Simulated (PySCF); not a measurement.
Delta-SCF ions had no search for a lower state. Excitations are Tamm–Dancoff values on a coarser integration grid. The basis has no diffuse functions, so Rydberg states are missing or too high.

Z-matrix (Å, degrees):
```
C
C 1 1.4002
H 2 1.0926 1 119.77
C 2 1.3940 3 120.93 1 179.63
H 4 1.0944 2 119.47 3 0.20
C 1 1.4017 2 120.71 3 179.45
C 6 1.3927 1 119.36 2 0.25
H 6 1.0932 7 120.89 1 179.61
H 7 1.0944 6 119.52 8 -0.29
C 4 1.4138 5 119.02 2 179.83
C 1 1.5061 2 120.17 3 -2.60
F 11 1.3425 1 112.06 2 23.07
F 11 1.3440 12 107.66 1 -123.04
F 11 1.3462 12 107.22 13 -114.81
B 10 1.5450 4 121.16 5 0.09
H 15 1.2085 10 120.09 4 -179.94
H 15 1.2085 16 119.84 10 -180.00
```
Charge 0, spin multiplicity 1.

**Question.** Predict the total energy, dipole moment, T1 excitation (TDA), brightest of the four lowest singlets (TDA), S1–T1 gap (TDA), S1 oscillator strength, vertical ionisation energy (Delta-SCF) and S1 excitation (TDA) from r2SCAN-D4/def2-TZVP // r2SCAN-D4/def2-SVP run with PySCF.

**Answer.** 
The total energy comes out as -594.6809 Ha. The dipole moment comes out as 0.96 D and the T1 excitation (TDA) is 3.40 eV. The brightest of the four lowest singlets (TDA) is 5.30 eV and the S1–T1 gap (TDA) comes out as 1.10 eV. The S1 oscillator strength comes out as 0.029 and the vertical ionisation energy (Delta-SCF) comes out as 9.79 eV. The S1 excitation (TDA) comes out as 4.50 eV.
